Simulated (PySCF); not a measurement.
B(H)(F)(OEt) (C₂H₆BFO), SMILES CCOBF.

Coordinates come from a B3LYP-D3(BJ)/def2-SVP optimisation. The structure was generated by enumeration, and PubChem lists no compound with its InChIKey, so it may never have been made. The values are those of a single conformer.

These are TDA-CAM-B3LYP/def2-SVPD run with PySCF values and carry that method's errors.

Vertical excitations. Gas-phase values at a fixed geometry.

Computed lowest excited states:
```tsv
state	energy (eV)	λ (nm)	f	main pairs
S1	8.44	147	0.007	HOMO−1→LUMO+1 66 %, HOMO−1→LUMO 12 %
S2	8.84	140	0.100	HOMO→LUMO 77 %
S3	8.87	140	0.043	HOMO−2→LUMO+1 70 %
S4	8.97	138	0.010	HOMO−1→LUMO 64 %
S5	9.13	136	0.085	HOMO→LUMO+1 61 %
S6	9.82	126	0.001	HOMO−1→LUMO+2 32 %, HOMO−2→LUMO 29 %, HOMO→LUMO+2 9 %
S7	9.89	125	0.035	HOMO→LUMO+2 47 %, HOMO→LUMO+3 16 %, HOMO−2→LUMO 10 %, HOMO−1→LUMO+2 7 %
S8	9.94	125	0.045	HOMO→LUMO+4 19 %, HOMO−2→LUMO 15 %, HOMO→LUMO+2 15 %, HOMO−1→LUMO+3 13 %
S9	9.99	124	0.008	HOMO→LUMO+4 26 %, HOMO−2→LUMO 13 %, HOMO→LUMO+3 11 %, HOMO−1→LUMO+4 9 %
S10	10.10	123	0.036	HOMO→LUMO+4 28 %, HOMO→LUMO+3 25 %, HOMO−1→LUMO+3 17 %
T1	7.51	165	0	HOMO→LUMO+1 71 %
T2	7.73	160	0	HOMO−2→LUMO+1 45 %, HOMO−1→LUMO+1 29 %
T3	8.28	150	0	HOMO−1→LUMO+1 34 %, HOMO−2→LUMO+1 25 %, HOMO−3→LUMO+1 16 %, HOMO−1→LUMO 8 %
T4	8.72	142	0	HOMO→LUMO 66 %
```
Triplets are in the Tamm–Dancoff approximation.
